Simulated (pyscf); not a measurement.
`[SiH3][I]` + `[IH]` → `[SiH3][I]` + `[IH]` (four-centre exchange; singlet surface; H–Si, H–I broken, H–Si, H–I formed). PySCF, gas phase, ωB97X-D3(BJ)/def2-SVP geometries. Energies in kJ/mol from the separated reactants.

```
level                   barrier  reaction energy
----------------------  -------  ---------------
ωB97X-D3(BJ)/def2-TZVP    321.4              0.0
PBE/def2-TZVP                 …              0.0
B3LYP-D3(BJ)/def2-TZVP    298.0              0.0
PBE0-D3(BJ)/def2-TZVP     282.6              0.0
M06-2X/def2-TZVP          317.5              0.0
ωB97M-D3(BJ)/def2-TZVP        …              0.0
```

Problem. Some entries are withheld; supply them.

Solution. 
- PBE/def2-TZVP, barrier: 251.8
- ωB97M-D3(BJ)/def2-TZVP, barrier: 326.3

The functionals in the table span 74.6 kJ/mol in this barrier, from PBE to ωB97M-D3(BJ)/def2-TZVP. Another saddle between the same species, by other bonds, lies lower (161.4 kJ/mol against 326.3 kJ/mol at ωB97M-D3(BJ)/def2-TZVP). Elements past Kr carry the def2 core potentials, without spin-orbit coupling.
